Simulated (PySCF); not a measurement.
SMILES F[SiH2][SiH](Cl)Cl (H3Cl2FSi2) (CAM-B3LYP/def2-SVP optimised geometry):

```
8

Si     0.597    -1.172     0.000
F      2.222    -1.172     0.000
Si    -0.157     1.039     0.000
Cl    -2.222     0.921    -0.080
Cl     0.424     1.961     1.753
H      0.113    -1.859     1.224
H      0.128    -1.880    -1.219
H      0.300     1.880    -1.130
```

Level of theory: CAM-B3LYP/def2-TZVP run with PySCF 2.14.0.

Problem. What are the frontier orbital energies and the dipole moment?

Solution. HOMO-2 -11.12 eV, HOMO-1 -10.84 eV, HOMO -9.70 eV, LUMO -0.18 eV, LUMO+1 0.41 eV; dipole moment 1.13 D.

On the same geometry PBE/def2-TZVP (PySCF) gives HOMO-2 -8.33 eV, HOMO-1 -8.08 eV, HOMO -7.14 eV, LUMO -2.11 eV, LUMO+1 -1.57 eV; dipole moment 0.99 D.

Meta-Löwdin charges at CAM-B3LYP/def2-TZVP: Si1 0.73, F2 -0.51, Si3 0.63, Cl4 -0.29, Cl5 -0.29, H6 -0.09, H7 -0.10, H8 -0.08.
